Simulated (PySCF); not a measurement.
F2Sr, triplet, geometry from GFN2-xTB (such geometries of metal compounds can be far from the true shape) (a higher spin typed on purpose: for a closed-shell molecule this is an excited state) (core potentials on Sr); PySCF with DF-B3LYP/def2-TZVP.

The PySCF input:
```python
from pyscf import gto, scf, dft

mol = gto.Mole()
mol.atom = '''
    Sr   -0.019285   -0.004439   -0.001729
    F    -0.194880    1.548583   -1.320943
    F     0.276304   -1.529840    1.328242
'''
mol.basis = 'def2-tzvp'
mol.ecp = {'Sr': 'def2-tzvp'}
mol.charge = 0
mol.spin = 2
mol.verbose = 4
mol.build()

mf = dft.UKS(mol)
mf.xc = 'b3lyp'
mf.init_guess = '1e'
mf = mf.density_fit(auxbasis='def2-universal-jkfit')
mf.kernel()
```

Task: Write the output that PySCF gives for this input, abridged.

Result: 
```
PySCF version 2.14.0

[INPUT] verbose = 4
[INPUT] num. atoms = 3
[INPUT] num. electrons = 28
[INPUT] charge = 0
[INPUT] spin (= nelec alpha-beta = 2S) = 2
[INPUT] symmetry False subgroup None
[INPUT] Mole.unit = angstrom
[INPUT] Symbol           X                Y                Z      unit          X                Y                Z       unit  Magmom
[INPUT]  1 Sr    -0.019285000000  -0.004439000000  -0.001729000000 AA   -0.036443368312  -0.008388494267  -0.003267336469 Bohr   0.0
[INPUT]  2 F     -0.194880000000   1.548583000000  -1.320943000000 AA   -0.368269827155   2.926397751157  -2.496220496161 Bohr   0.0
[INPUT]  3 F      0.276304000000  -1.529840000000   1.328242000000 AA    0.522138887122  -2.890978614405   2.510013607145 Bohr   0.0

nuclear repulsion = 57.0558455626077
number of shells = 35
number of NR pGTOs = 145
number of NR cGTOs = 95
basis = def2-tzvp
ecp = {'Sr': 'def2-tzvp'}

******** <class 'pyscf.df.df_jk.DFUKS'> ********
method = DFUKS
initial guess = 1e
damping factor = 0
level_shift factor = 0
DIIS = <class 'pyscf.scf.diis.CDIIS'>
diis_start_cycle = 1
diis_space = 8
diis_damp = 0
SCF conv_tol = 1e-09
SCF conv_tol_grad = None
SCF max_cycles = 50
direct_scf = False
number electrons alpha = 15  beta = 13
XC library pyscf.dft.libxc version 7.1.2
    S. Lehtola, C. Steigemann, M. J. T. Oliveira, and M. A. L. Marques,  SoftwareX 7, 1–5 (2018)
XC functionals = b3lyp
    P. J. Stephens, F. J. Devlin, C. F. Chabalowski, and M. J. Frisch,  J. Phys. Chem. 98, 11623 (1994)
radial grids:
    Treutler-Ahlrichs [JCP 102, 346 (1995); DOI:10.1063/1.469408] (M4) radial grids

becke partition: Becke, JCP 88, 2547 (1988); DOI:10.1063/1.454033
pruning grids: <function nwchem_prune>
grids dens level: 3
symmetrized grids: False
atomic radii adjust function: <function treutler_atomic_radii_adjust>
small_rho_cutoff = 0
Set gradient conv threshold to 3.16228e-05
Initial guess from hcore.

tot grids = 50440
******** <class 'pyscf.df.df.DF'> ********
auxbasis = def2-universal-jkfit
init E= -203.740644221044

cycle= 1 E= -192.216321257306  delta_E= 11.5  |g|= 3.06  |ddm|= 16.6

cycle= 2 E= -196.918214798912  delta_E= -4.7  |g|= 9.43  |ddm|= 16.4

cycle= 3 E= -215.394912002004  delta_E= -18.5  |g|= 7.28  |ddm|=  4.3

cycle= 4 E= -216.909935734766  delta_E= -1.52  |g|= 6.86  |ddm|= 0.636

cycle= 5 E= -219.037317057378  delta_E= -2.13  |g|= 6.27  |ddm|= 1.17

cycle= 6 E= -219.915728142883  delta_E= -0.878  |g|=    6  |ddm|= 1.48

cycle= 7 E= -220.342381848245  delta_E= -0.427  |g|= 5.86  |ddm|= 1.03

cycle= 8 E= -222.912474645696  delta_E= -2.57  |g|= 5.01  |ddm|= 1.41

cycle= 9 E= -224.832071830537  delta_E= -1.92  |g|=  4.2  |ddm|= 0.935
cycle= 10 E= -210.534376926127  delta_E= 14.3  |g|= 4.84  |ddm|= 3.99

cycle= 11 E= -230.346987565447  delta_E= -19.8  |g|= 0.427  |ddm|= 3.47

cycle= 12 E= -230.285639406815  delta_E= 0.0613  |g|= 0.63  |ddm|= 1.04

cycle= 13 E= -230.309603866244  delta_E= -0.024  |g|= 0.571  |ddm|= 0.655

cycle= 14 E= -230.445352998274  delta_E= -0.136  |g|= 0.0492  |ddm|= 0.389

cycle= 15 E= -230.446445610189  delta_E= -0.00109  |g|= 0.0117  |ddm|= 0.0585

cycle= 16 E= -230.446508848891  delta_E= -6.32e-05  |g|= 0.00231  |ddm|= 0.0175

cycle= 17 E= -230.446512257249  delta_E= -3.41e-06  |g|= 0.00137  |ddm|= 0.00402

cycle= 18 E= -230.446513907379  delta_E= -1.65e-06  |g|= 0.000488  |ddm|= 0.00204

cycle= 19 E= -230.446514586727  delta_E= -6.79e-07  |g|= 0.000244  |ddm|= 0.00155

cycle= 20 E= -230.446514949212  delta_E= -3.62e-07  |g|= 0.000144  |ddm|= 0.00163

cycle= 21 E= -230.446515018793  delta_E= -6.96e-08  |g|= 5.99e-05  |ddm|= 0.000855

cycle= 22 E= -230.446515023661  delta_E= -4.87e-09  |g|= 3.18e-05  |ddm|= 0.000155

cycle= 23 E= -230.446515026408  delta_E= -2.75e-09  |g|= 1.53e-05  |ddm|= 0.000112

cycle= 24 E= -230.446515027993  delta_E= -1.59e-09  |g|= 8.09e-06  |ddm|= 0.000118

cycle= 25 E= -230.446515028305  delta_E= -3.12e-10  |g|= 3.46e-06  |ddm|= 5.46e-05

Extra cycle  E= -230.446515028326  delta_E= -2.01e-11  |g|= 5.3e-06  |ddm|= 1.21e-05
converged SCF energy = -230.446515028326  <S^2> = 2.0066124  2S+1 = 3.004405
```
